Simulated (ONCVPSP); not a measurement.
**Configuration tests for zirconium (ONCV)**

ONCVPSP 4.0.1 input, shortened (lines: element, Z, core and valence counts, functional; n l f; lmax; l rc ep ncon nbas qcut; lloc lpopt rc5 dvloc0; l nproj debl; icmod fcfact rcfact), PBEsol, scalar-relativistic:

```
  Zr 40.00    6    4  -116133      upf
    1    0    2.00
    2    0    2.00
    2    1    6.00
    3    0    2.00
    3    1    6.00
    3    2   10.00
    4    0    2.00
    4    1    6.00
    4    2    2.00
    5    0    2.00
    2
    0    2.35    0.00    5    9    5.00
    1    1.95    0.00    4    7    5.70
    2    3.00    0.00    5   10    4.30
    4    5    1.50    3.00
    0    2    2.30
    1    2    0.90
    2    2    2.50
    3    2.50    1.80
```

In the p channel the program set the typed energies aside and used -1.192, 0.250 Ha.

Energies are relative to the spin-unpolarised reference configuration 4s2 4p6 4d2 5s2; without spin polarisation the order of configurations can differ from experiment.

```
valence configuration  charge  ΔE all-electron (eV)  error AE − PS (meV)
      4s2 4p6 4d2 5s0      +2                20.081                  -12
      4s2 4p6 4d1 5s0      +3                42.666                  +41
  4s2 4p6 4d2 5s0 5p1      +1                10.917                 -6.8
```

(1) What are ΔE and the potential's error for 4s2 4p6 4d2 5s1?

Answers

(1) ΔE = 7.171 eV all-electron; the error (AE − PS) is -1.7 meV.
